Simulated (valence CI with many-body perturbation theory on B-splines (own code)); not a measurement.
**Energy levels of Cu15+**

Level of theory: valence CI with perturbative core correlation (CI+MBPT): four valence electrons over a frozen Dirac-Fock core [Ne], radial functions for each j: 11 s, 11 p, 10 d, 8 f, 5 g, 2 h, with the one-electron correlation potential Σ1, the two-electron term Σ2, the three-electron term Σ3, Breit, model QED; selected CI, second order for the rest, scaled by the run's own slope (own B-spline code, finite nucleus).

No measured spectrum was set against this ion. As an estimate, levels of excited configurations hold to 0.05 to 0.15 % of their energy, terms of the ground configuration to about 0.5 %. Among the levels kept, up to 830 cm⁻¹ of a level comes from second order outside the variational space, and about a tenth of that is noise between levels of different J, which matters for small intervals.

Levels 91 to 135 of 172, with energies above the lowest level, 3s2 3p2 3P_0. "Leading %" is the weight of the configuration and term that name the level; weights of strongly mixed levels are sums over their largest components and can fall short. Lifetimes count E1, E2, E3, M1 and M2 decay at the calculated energies, and are blank where another channel may lead or the interval is too uncertain; long ones can be off by a factor of two.

| No. | Configuration | Term | J | E (cm⁻¹) | Leading % | g | Lifetime |
| --- | --- | --- | --- | --- | --- | --- | --- |
| 91 | 3s 3p2 3d | 1D | 2 | 1168700 | 76 | 0.958 | 7.43 ps |
| 92 | 3s2 3d2 | 3P | 0 | 1196500 | 78 |  | 7.47 ps |
| 93 | 3s2 3d2 | 3P | 1 | 1197900 | 78 | 1.500 | 7.59 ps |
| 94 | 3s2 3d2 | 1G | 4 | 1199000 | 82 | 0.999 | 14.2 ps |
| 95 | 3s2 3d2 | 3P | 2 | 1199600 | 68 | 1.443 | 7.56 ps |
| 96 | 3s2 3d2 | 1D | 2 | 1206700 | 59 | 1.053 | 7.71 ps |
| 97 | 3p3 3d | 1S° | 0 | 1220600 | 70 |  | 252 ps |
| 98 | 3p3 3d | 3F° | 2 | 1220700 | 59 | 0.790 | 80.5 ps |
| 99 | 3p3 3d | 3F° | 3 | 1226300 | 47 | 1.200 | 53.1 ps |
| 100 | 3p3 3d | 3F° | 4 | 1235800 | 46 | 1.339 | 40.9 ps |
| 101 | 3p3 3d | 3D° | 2 | 1237400 | 59 | 1.085 | 57.3 ps |
| 102 | 3p3 3d | 5D° | 1 | 1238000 | 95 | 1.487 | 21.4 ps |
| 103 | 3p3 3d | 5D° | 0 | 1238100 | 93 |  | 21.8 ps |
| 104 | 3p3 3d | 3D° | 3 | 1239500 | 44 | 1.261 | 54.2 ps |
| 105 | 3p3 3d | 3D° | 1 | 1239700 | 79 | 0.509 | 60.1 ps |
| 106 | 3p3 3d | 5D° | 2 | 1240500 | 86 | 1.456 | 23.1 ps |
| 107 | 3p3 3d | 5D° | 3 | 1246000 | 69 | 1.438 | 26.5 ps |
| 108 | 3p3 3d | 5D° | 4 | 1247600 | 55 | 1.388 | 33.2 ps |
| 109 | 3p3 3d | 3G° | 3 | 1262300 | 71 | 0.770 | 89.6 ps |
| 110 | 3p3 3d | 3G° | 4 | 1266800 | 70 | 1.067 | 88.5 ps |
| 111 | 3p3 3d | 3G° | 5 | 1271800 | 76 | 1.199 | 92.5 ps |
| 112 | 3s2 3d2 | 1S | 0 | 1285900 | 79 |  | 6.95 ps |
| 113 | 3p3 3d | 1D° | 2 | 1293200 | 62 | 1.009 | 61.1 ps |
| 114 | 3p3 3d | 1G° | 4 | 1299500 | 84 | 1.022 | 49.3 ps |
| 115 | 3s 3p 3d2 | 5G° | 2 | 1310400 | 97 | 0.340 | 67.5 ps |
| 116 | 3p3 3d | 3D° | 1 | 1313400 | 38 | 0.810 | 20.1 ps |
| 117 | 3s 3p 3d2 | 5G° | 3 | 1315400 | 97 | 0.920 | 67.4 ps |
| 118 | 3p3 3d | 3P° | 1 | 1320400 | 36 | 1.407 | 30.3 ps |
| 119 | 3s 3p 3d2 | 5G° | 4 | 1322200 | 97 | 1.152 | 67.2 ps |
| 120 | 3p3 3d | 3P° | 0 | 1322900 | 74 |  | 39.9 ps |
| 121 | 3p3 3d | 3P° | 2 | 1328600 | 47 | 1.376 | 15.5 ps |
| 122 | 3s 3p 3d2 | 5G° | 5 | 1331200 | 98 | 1.268 | 67.1 ps |
| 123 | 3p3 3d | 3S° | 1 | 1332200 | 29 | 1.470 | 17.9 ps |
| 124 | 3p3 3d | 3P° | 1 | 1335800 | 49 | 1.327 | 16.9 ps |
| 125 | 3p3 3d | 3D° | 2 | 1336900 | 37 | 1.300 | 19.6 ps |
| 126 | 3s 3p 3d2 | 5G° | 6 | 1343300 | 100 | 1.333 | 69.7 ps |
| 127 | 3p3 3d | 3F° | 3 | 1343300 | 74 | 1.088 | 35.2 ps |
| 128 | 3p3 3d | 3F° | 2 | 1343600 | 76 | 0.677 | 36.3 ps |
| 129 | 3p3 3d | 3D° | 3 | 1345000 | 55 | 1.309 | 37.5 ps |
| 130 | 3p3 3d | 3F° | 4 | 1350400 | 68 | 1.230 | 35.9 ps |
| 131 | 3p3 3d | 3P° | 2 | 1351800 | 68 | 1.461 | 46.6 ps |
| 132 | 3p3 3d | 3P° | 0 | 1357200 | 77 |  | 11.6 ps |
| 133 | 3p3 3d | 3P° | 1 | 1357400 | 59 | 1.485 | 14.3 ps |
| 134 | 3s 3p 3d2 | 5D° | 0 | 1371200 | 99 |  | 26.5 ps |
| 135 | 3s 3p 3d2 | 5D° | 1 | 1371700 | 84 | 1.342 | 24.7 ps |

Names give the largest LS component (configuration and term), which can be under half, so a name can repeat, a term be missing and a line seem to break the LS rules; names also repeat where a configuration has a term twice.

Where two levels of one J and parity lie close, their mixing, g and order are uncertain.
